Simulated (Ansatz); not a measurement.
BH₃OSe₂, SMILES OB([SeH])[SeH].

Geometry: PBE0-D3(BJ)/def2-SVP. The structure was generated by enumeration, and PubChem lists no compound with its InChIKey, so it may never have been made. The values are those of a single conformer.

Two levels are set side by side: PBE/def2-SVPD (Ansatz, a first-principles code) and CAM-B3LYP/def2-SVPD (Ansatz). Energy differences of separate SCF runs at the same geometry; the states with an electron removed or added have multiplicity 2 and 2. Differences are taken from unrounded values.

```tsv
quantity	CAM-B3LYP
vertical ionisation energy (eV)	9.15
vertical singlet–triplet gap (eV)	5.05
```

**Question.** What does PBE give, and how far is it from CAM-B3LYP? (The exact figures need the calculation; the answer reports its results.)

**Answer.** 
```tsv
quantity	PBE	PBE minus CAM-B3LYP
vertical ionisation energy (eV)	8.72	-0.43
vertical singlet–triplet gap (eV)	4.41	-0.63
```
